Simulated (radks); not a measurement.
Q: Species: the gadolinium ion Gd37+. Configuration: [Ar] 3d9 (the NIST ground configuration). All-electron calculation, scalar-relativistic Kohn-Sham, BLYP, spin-polarised, spherical densities, finite nucleus; open shells are filled with parallel spins first (spin-orbit coupling, left out, can overturn this in heavy ions); Fermi nuclear charge, rms radius 5.1569 fm. Program: a radial shooting solver on a logarithmic mesh with Libxc functionals. Some entries of the table are withheld. Estimate them.

| orbital | occ. | eigenvalue (hartree) | <1/r> (bohr^-1) |
|---|---|---|---|
| 1s up | 1 | -1901.624 | 71.65 |
| 1s down | 1 | -1901.622 | 71.65 |
| 2s up | 1 | -363.0051 | 16.67 |
| 2s down | 1 | -362.8790 | 16.67 |
| 2p up | 3 | (1) | (2) |
| 2p down | 3 | (3) | (4) |
| 3s up | 1 | -122.2005 | 6.276 |
| 3s down | 1 | -122.0596 | 6.272 |
| 3p up | 3 | -111.8923 | 5.921 |
| 3p down | 3 | -111.7491 | 5.917 |
| 3d up | 5 | -98.89434 | 5.632 |
| 3d down | 4 | -98.71983 | 5.629 |

A: 
(1) 2p up eigenvalue (hartree): -329.8110
(2) 2p up <1/r> (bohr^-1): 15.56
(3) 2p down eigenvalue (hartree): -329.7127
(4) 2p down <1/r> (bohr^-1): 15.56
